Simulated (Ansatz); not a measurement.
A run for Ansatz (a program for electronic structure): R-PBE/def2-TZVPP on C3H6O (SMILES C=CCO).

Ansatz 0.2 input:
```yaml
crystal:
  periodic: [false, false, false]
  atoms:
    - {symbol: C, position_ang: [1.23016017, -0.68430160, 0.38516065]}
    - {symbol: C, position_ang: [0.57124051, 0.03985698, -0.50908513]}
    - {symbol: C, position_ang: [-0.78732008, 0.64235171, -0.30793991]}
    - {symbol: O, position_ang: [-1.42044487, 0.28898709, 0.90808078]}
    - {symbol: H, position_ang: [0.82261453, -0.87551743, 1.36992092]}
    - {symbol: H, position_ang: [2.20671521, -1.09535541, 0.16711723]}
    - {symbol: H, position_ang: [1.01420398, 0.23143610, -1.48298945]}
    - {symbol: H, position_ang: [-1.42148305, 0.38985203, -1.16992102]}
    - {symbol: H, position_ang: [-0.70644379, 1.73327481, -0.29533752]}
    - {symbol: H, position_ang: [-1.50924263, -0.67058428, 0.93499345]}
basis:
  gaussian:
    orbitals: def2-TZVPP
hamiltonian:
  xc: {name: PBE}
scf: {lower_state_search: off}
```

Program output:

```
WARN ansatz: RAYON_NUM_THREADS=2 ignored (pool sized by the plan → 2); use --threads N
Functional definition: PBE
these checks for a lower state are left out or cut short: stability, starts, cluster_reference, orbital_swaps, neighbouring_geometries, increment
integrals: 0.09 GiB planned
1045 factors; their error is unknown
mean field: 0.85 GiB planned
mean field evaluation 1: about -5238.6609 eV, gradient 7.3e1 eV
mean field evaluation 2: about -5218.3897 eV, gradient 1.2e2 eV
mean field evaluation 4: about -5250.3344 eV, gradient 1.0e1 eV
mean field evaluation 8: about -5250.5493 eV, gradient 2.6e-1 eV
mean field evaluation 16: about -5250.5231 eV, gradient 3.0e-4 eV
mean field -5250.52311535 eV, -192.9531655568 hartree, gradient 5.9e-6 eV, S^2 0.000000; 0 other end points of the search recorded, 0 dependent functions left out
reference -5250.52315428 eV, -192.9531669875 hartree; 16, 16 occupied and 192, 192 virtual orbitals, 1045 factors
Total energy: -5250.52315428 eV, -192.9531669875 hartree
Checks for a lower state left out: stability, starts, cluster_reference, orbital_swaps, neighbouring_geometries, increment
```

The run converged.

Cost: around 2.9 core-seconds (rough).
